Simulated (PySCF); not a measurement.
**Computed properties of CdHCl, SMILES [Cl][CdH]**

CdHCl, SMILES [Cl][CdH]. Geometry optimised at B3LYP-D3(BJ)/def2-TZVPD. The def2 effective core potentials stand for the cores of Cd; spin–orbit coupling is left out. Other conformers were not sampled. All values are computed for the isolated molecule unless a solvent is named; none is compared with measurement here.

**Structure.** The optimised structure has C∞v symmetry. All 4 harmonic modes at B3LYP-D3(BJ)/def2-TZVPD (PySCF) are real, so it is a minimum.

**Vibrations.** The strongest infrared lines (harmonic, unscaled, degenerate partners summed) lie at 424 cm⁻¹ (108 km/mol, H 96 %), 1874 cm⁻¹ (99 km/mol, H 99 %), 353 cm⁻¹ (32 km/mol, Cl 76 %, Cd 24 %). The softest mode is at 353 cm⁻¹ and the zero-point energy is 4.4 kcal/mol.

**Electronic structure.** HF/def2-TZVPD (PySCF) places the frontier levels at -11.74 and 1.46 eV, a gap of 13.20 eV, and gives a dipole moment of 2.54 D and a mean polarisability of 42.1 bohr³.

**Excitations.** TDDFT-PBE0/def2-TZVPD (PySCF) has S1 at 6.12 eV (203 nm, f = 0.043, weak); the most intense of the 10 singlets computed lies at 8.01 eV (f = 0.91). Strengths of degenerate partners are summed. T1 (TDA) is at 5.76 eV. No vertical singlet excitation falls in the visible range (under 3.1 eV).
